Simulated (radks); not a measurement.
Excited configurations of Zr+: one electron is placed in a higher orbital outside [Kr] 4d2. The ground configuration is [Kr] 4d2 5s1. Method: scalar-relativistic Kohn-Sham, SCAN, spin-polarised, spherical densities, finite nucleus; open shells are filled with parallel spins first (spin-orbit coupling, left out, can overturn this in heavy ions); meta-GGA in the generalised Kohn-Sham scheme; Fermi nuclear charge, rms radius 4.2694 fm; computed with a radial shooting solver on a logarithmic mesh with Libxc functionals. Excitation = E - E(ground); binding = E(ion) - E, where the ion is the core of charge +2; n* = 2/sqrt(2 binding) in atomic units, and the quantum defect is n - n*.

| outer orbital | excitation (eV) | binding (eV) | n* | eigenvalue (eV) | <r> (bohr) |
|---|---|---|---|---|---|
| 5p | 4.124 | 9.397 | 2.407 | -7.262 | 4.156 |
| 5d | 8.386 | 5.135 | 3.255 | -3.778 | 6.723 |
| 5f | 11.136 | 2.385 | 4.777 | -1.791 | 14.50 |
| 6p | 8.831 | 4.690 | 3.406 | -3.724 | 8.627 |
| 6f | 11.838 | 1.684 | 5.685 | -1.312 | 22.09 |
| 7p | 10.669 | 2.853 | 4.368 | -2.286 | 14.46 |
| 7d | 11.477 | 2.044 | 5.160 | -1.620 | 19.35 |
| 7f | 12.266 | 1.255 | 6.585 | -0.994 | 31.16 |

The Delta-SCF ionisation energy is 13.521 eV (NIST Atomic Spectra Database: 13.130 eV, measured). Self-interaction in the functional shifts the binding energies and quantum defects, so they are the method's values and not measured ones. Open shells are spherical and high-spin; term and fine-structure splittings are not resolved.
